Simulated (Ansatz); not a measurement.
Born–Oppenheimer molecular dynamics of CHO₂Si (5 atoms, charge 0, multiplicity 2). It starts from a relaxed structure.

Method: Ansatz 0.2.0, UKS PBE-D4/STO-3G.

```yaml
ensemble: NVE (velocity Verlet)
time_step: 1 fs
steps_asked: 400
starting_velocities_drawn_for: 500 K
masses: H 2.014 u
seed: 590311
```

First frame:

```xyz
5
Properties=species:S:1:pos:R:3
O -0.578 1.277 -0.226
Si -0.602 -0.447 -0.507
C 0.861 -0.850 0.498
O 1.716 -1.579 1.009
H -1.397 1.598 -0.774
```

(1) How far do the bonds stretch over the last three quarters of this one trajectory? (Pairs bonded in most of those frames.)

Answers

(1) 
```json
{"bond": "O1–Si2", "mean (Å)": "1.749", "spread (Å)": "0.025", "shortest": "1.70", "longest": "1.79"}
{"bond": "O1–H5", "mean (Å)": "1.039", "spread (Å)": "0.012", "shortest": "1.02", "longest": "1.06"}
{"bond": "Si2–C3", "mean (Å)": "1.825", "spread (Å)": "0.022", "shortest": "1.77", "longest": "1.89"}
{"bond": "C3–O4", "mean (Å)": "1.236", "spread (Å)": "0.020", "shortest": "1.20", "longest": "1.27"}
```

Mean temperature of the second half: 248 K. The conserved energy stayed within 0.39 meV per atom of its start (net change 0.25 meV per atom), so the integration is sound. The temperature averaged 0.50 of the 500 K drawn at the start: a run that starts near a minimum puts about half its kinetic energy into the potential. A run of 0.4 ps of so small a system gives no equilibrium averages. Limits of this set-up: minimal basis.

Time of the run: 8.1 min on 1 CPU thread of a shared host.
